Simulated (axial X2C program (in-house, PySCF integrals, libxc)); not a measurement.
Curves of FeF⁻ from open-shell CI on d7 s1

Computed with an in-house all-electron X2C program for linear molecules (integrals from PySCF): two-component X2C with atomic mean-field Coulomb and Gaunt terms, basis Fe dyall-v4z, F dyall-v4z (cores contracted in-house). Orbitals come from Hartree–Fock averaged over the configuration Fe d7 s1; CI then distributes these electrons over the d, s shells of Fe.

Scan along the bond; masses Fe 55.935 u, F 18.998 u. Energies in cm⁻¹ from the lowest point; levels are followed by energy order within each Ω. Lowest level at 1.948 Å: 98% d7 s1.

| R (Å) | (1)Ω=4 | (1)Ω=3 | (1)Ω=2 | (1)Ω=5 | (1)Ω=1 | (2)Ω=4 | (1)Ω=0 | (2)Ω=0 | (2)Ω=3 |
| --- | --- | --- | --- | --- | --- | --- | --- | --- | --- |
| 1.812 | 653 | 789 | 945 | 1641 | 1124 | 1900 | 1329 | 1330 | 2149 |
| 1.880 | 82 | 206 | 358 | 684 | 539 | 958 | 751 | 754 | 1209 |
| 1.948 | 0 | 114 | 263 | 315 | 446 | 612 | 666 | 674 | 862 |
| 2.026 | 297 | 406 | 556 | 389 | 744 | 729 | 973 | 991 | 970 |
| 2.104 | 846 | 963 | 1119 | 814 | 1313 | 1219 | 1543 | 1582 | 1437 |
| 2.192 | 1644 | 1779 | 1943 | 1547 | 2141 | 2036 | 2357 | 2435 | 2219 |
| 2.299 | 2756 | 2905 | 3077 | 2626 | 3276 | 3195 | 3456 | 3592 | 3343 |

**Question.** Fit the curves (1)Ω=4, (1)Ω=3, (1)Ω=2, (1)Ω=5, (1)Ω=1, (2)Ω=4, (1)Ω=0, (2)Ω=0, (2)Ω=3 near their minima.

**Answer.** From the open-shell CI curves, Te from the lowest:

```tsv
level	Te (cm⁻¹)	Re (Å)	ωe (cm⁻¹)
(1)Ω=4	0	1.927	431.3
(1)Ω=3	116	1.929	432.1
(1)Ω=2	266	1.930	433.6
(1)Ω=5	306	1.973	427.2
(1)Ω=1	448	1.929	435.3
(2)Ω=4	612	1.966	444.9
(1)Ω=0	665	1.928	438.2
(2)Ω=0	672	1.927	440.8
(2)Ω=3	861	1.967	438.5
```

Without dynamic correlation distances can be off by several hundredths of an Å (long for ionic bonds, short for multiple bonds) and the wavenumbers are rough.

The 9 lowest curves are shown; the next is (2)Ω=2, from 1091 cm⁻¹.

Dynamic correlation is missing, so gaps between terms are too wide and other configurations may lie lower; the lowest level listed is that of this model, not necessarily the ground state. For d shells the ligand-field splittings (σ, π, δ) and their order can be off by a thousand cm⁻¹ or more. At most 4 roots were kept for each Ω > 0 (twice that for Ω = 0) within 3.2 eV of the lowest, so higher up levels can be missing between those listed; levels with Ω > 0 are doubly degenerate and listed once, Ω = 0 levels singly. For an anion, levels above electron detachment are held by the basis set.
